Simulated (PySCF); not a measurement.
## Towards the basis-set limit for RbCl

State: ¹Σ⁺, singlet, closed shell. De refers to Rb + Cl. RHF-based CCSD(T) in PySCF 2.14 with Rb cc-pwCVDZ-X2C, Cl aug-cc-pVDZ-DK and Rb cc-pwCVTZ-X2C, Cl aug-cc-pVTZ-DK (frozen core orbitals: 19; spin-free X2C with a Gaussian nucleus). Correlation energies are extrapolated as n⁻³ (n = 2, 3), Hartree–Fock as (n+1)·exp(−9√n). CV is the change on freezing 15 orbitals instead, in Rb cc-pwCVTZ-X2C, Cl cc-pCVTZ-DK.

```
         Level  Re (Å)  ωe (cm⁻¹)  ωexe (cm⁻¹)  αe (cm⁻¹)  De (eV)
    CCSD(T)/DZ  2.8645      221.0        0.842   0.000438    4.089
    CCSD(T)/TZ  2.8108      229.0        0.857   0.000452    4.235
        HF/CBS  2.8685      218.3        0.811   0.000435    3.250
       MP2/CBS  2.7830      234.0        0.879   0.000462    4.489
      CCSD/CBS  2.7992      231.4        0.865   0.000456    4.214
   CCSD(T)/CBS  2.7934      232.4        0.870   0.000458    4.315
CCSD(T)/CBS+CV  2.7914      232.7        0.870   0.000458    4.322
```

Q: How much is left between CCSD(T)/TZ and the basis-set limit, and how much do the triples give at the limit?

A: CCSD(T)/CBS less CCSD(T)/TZ: -17.4 mÅ in Re, +3.4 cm⁻¹ in ωe and +0.080 eV in De. CCSD(T)/CBS less CCSD/CBS: -5.8 mÅ in Re, +1.0 cm⁻¹ in ωe and +0.101 eV in De.

Q: What do the later terms add?

A: CV: -2.0 mÅ in Re, +0.3 cm⁻¹ in ωe and +0.007 eV in De, each against the row above.

The T1 diagnostic is 0.008. The open-shell atoms are computed with UHF. Spin–orbit coupling, excitations beyond (T) and corrections to the Born–Oppenheimer picture are left out.

The whole job (state search and all basis sets along the bond) took about 14 min on 4 threads of Arm Neoverse V1 (shared host), peak memory 5.2 GiB.
